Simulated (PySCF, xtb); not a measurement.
BGeH5O2, SMILES [B]([GeH3])(O)O.

GFN2-xTB run with xtb 6.7.1 at its own geometry gives an orbital gap of 5.18 eV and a dipole moment of 0.15 D.

Geometry: ωB97X-D3(BJ)/def2-SVP. The structure was generated by enumeration, and PubChem lists no compound with its InChIKey, so it may never have been made. Other conformers were not sampled.

Question: What does PBE/def2-TZVP in PySCF give? (An estimate is asked for; the answer gives what the named calculation found.)

Answer: gap 5.69 eV (levels -6.74 and -1.05 eV), dipole 1.22 D.
